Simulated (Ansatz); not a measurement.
Ideal-gas functions of F3OTa (`[O]=[Ta]([F])([F])[F]`) at 600 K and 1 bar, from an Ansatz frequency run at PBE0-D4/def2-TZVP.

Molar mass 253.94 g/mol, point group C3v (symmetry number 3), electronic degeneracy 1, moments of inertia 154.97, 154.987, 180.301 u Å². Harmonic wavenumbers (cm⁻¹, unscaled): 171, 171, 197, 266, 266, 692, 692, 698, 1038.

Use S(trans) = R[1.5 ln M + 2.5 ln T − 1.1517]; rotational temperatures θ = 24.2544 K / I; S(rot) = R[ln(√π/σ · √(T³/θAθBθC)) + 1.5]; for each mode x = 1.438777 ν̃/T, S = R[x/(eˣ − 1) − ln(1 − e⁻ˣ)] and H = RT x/(eˣ − 1); 1 cm⁻¹ = 0.0119627 kJ/mol; R = 8.31446 J/(mol·K).

Problem. By hand: the entropy, in J/(mol·K).

Solution. Translation 192.4. Rotation: θ = 0.1565, 0.1565, 0.1345 K, giving 111.6. Vibration, mode by mode: 15.78, 15.78, 14.63, 12.19, 12.19, 5.00, 5.00, 4.94, 2.59, in all 88.1. Electronic 0.0. Sum 392.1 J/(mol·K).

Problem. By hand: H − E and G − E in kJ/mol, counted from the electronic energy.

Solution. Zero-point energy ½ × 4191 × 0.0119627 = 25.1; thermal vibration 26.0; translation, rotation and pV give 4 RT = 20.0. H − E = 71.1 kJ/mol, and G − E = 71.1 − 600 × 392.1/1000 = -164.2 kJ/mol.

Vibration gives 22 % of the entropy.
